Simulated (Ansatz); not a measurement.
A nudged elastic band was laid between two geometries of GeH4 + H (6 atoms, charge 0, multiplicity 2).

The calculation used UKS PBE-D4/def2-SVP (Ansatz).

```
movable images  : 5
climbing image  : yes
spring          : 5.0 eV/Å²
optimiser       : quadratic models (default)
start path      : through a guess of the saddle point
force threshold : 0.03 eV/Å
iteration limit : 60
end points      : relaxed
```

First end point:

```xyz
6
Properties=species:S:1:pos:R:3
Ge 0.000 0.000 -0.072
H 0.000 0.000 1.487
H 1.461 0.000 -0.586
H -0.730 1.265 -0.586
H -0.730 -1.265 -0.586
H 0.000 0.000 3.354
```

Last end point:

```xyz
6
Properties=species:S:1:pos:R:3
Ge 0.001 0.000 -0.449
H 0.000 0.000 2.736
H 1.480 0.000 -0.928
H -0.739 1.281 -0.928
H -0.739 -1.281 -0.928
H 0.000 0.000 3.508
```

(1) What changes between the two ends?

(2) Give the energies along the band, and the barrier.

(3) What is the geometry of the highest image?

The band took 13 iterations and about 110 core-seconds.

Results:

(1) Bonds broken: Ge1–H2. Bonds formed: H2–H6. GeH4 + H becomes GeH3 + H2.

(2) The run converged. The highest image is number 1 of 0 to 6, 0.0 kcal/mol above the first end and 16.9 kcal/mol above the last; the last end lies 16.9 kcal/mol below the first. The top lies less than 8 meV above the higher end, about what the thresholds resolve: that end is a shoulder or a very shallow well. A vibrational analysis at the climbing image gives one clearly imaginary mode, 252i cm⁻¹: a first-order saddle point.

```
image  path coordinate (Å)  energy (kcal/mol)  Ge1–H2 (Å)  H2–H6 (Å)
    0                 0.00                0.0        1.56       1.87
    1                 0.06                0.0        1.56       1.79
    2                 0.46               -1.8        1.68       1.28
    3                 0.86              -13.8        2.15       0.82
    4                 1.25              -16.0        2.51       0.78
    5                 1.65              -16.8        2.85       0.77
    6                 2.04              -16.9        3.19       0.77
```

(3) 
```xyz
6
Properties=species:S:1:pos:R:3
Ge 0.000 0.000 -0.061
H 0.000 0.000 1.502
H 1.461 0.000 -0.575
H -0.730 1.265 -0.575
H -0.730 -1.265 -0.575
H 0.000 0.000 3.296
```

Time of the run: 110 s on 1 thread of Arm Neoverse V1, on a shared host, peak memory 0.1 GiB.
